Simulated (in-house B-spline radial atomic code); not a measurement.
A run on neutral niobium that did not converge. Method: scalar-relativistic (X2C) B3LYP, spin-polarised, spherical fractional occupations, Fermi nucleus of rms radius 4.324 fm; computed with a B-spline radial code for spherical atoms.

Command:
```bash
python run_scf.py task.json out
```
Settings (nuclear radius in fm, mass in u):
```
Z                41
configuration    [Kr] 4d4 5s0.875 5d0.125
hamiltonian      x2c
method           b3lyp
spin_polarised   True
nucleus          fermi
rms_radius       4.324
atomic_mass      92.90637
speed_of_light   137.035999084
```

First and last ten iterations of the last attempt (damped for 15 steps, keeping 80 % of the old Fock matrix, then DIIS):
```
 iter        energy (Eh)    residual
    1       -3815.735942    4.09e-01
    2       -3817.194762    2.02e-01
    3       -3818.291597    1.26e-01
    4       -3818.849243    7.99e-02
    5       -3819.126678    5.39e-02
    6       -3819.261630    3.79e-02
    7       -3819.325887    2.61e-02
    8       -3819.356009    1.78e-02
    9       -3819.370059    1.22e-02
   10       -3819.376641    8.44e-03
  111       -3819.383154    9.52e-05
  112       -3819.383179    3.78e-05
  113       -3819.383177    5.56e-05
  114       -3819.383189    2.57e-05
  115       -3819.383193    2.05e-05
  116       -3819.383189    2.73e-05
  117       -3819.383190    2.79e-05
  118       -3819.383184    2.14e-05
  119       -3819.383178    3.25e-05
  120       -3819.383180    4.18e-05
 not converged after 120 iterations
```

The smallest residual met was 1.5e-05; the threshold is about 4e-07. No energy from this run should be used. Time taken, with all properties: 4.8 s on 1 thread of Arm Neoverse V1, on a shared host.
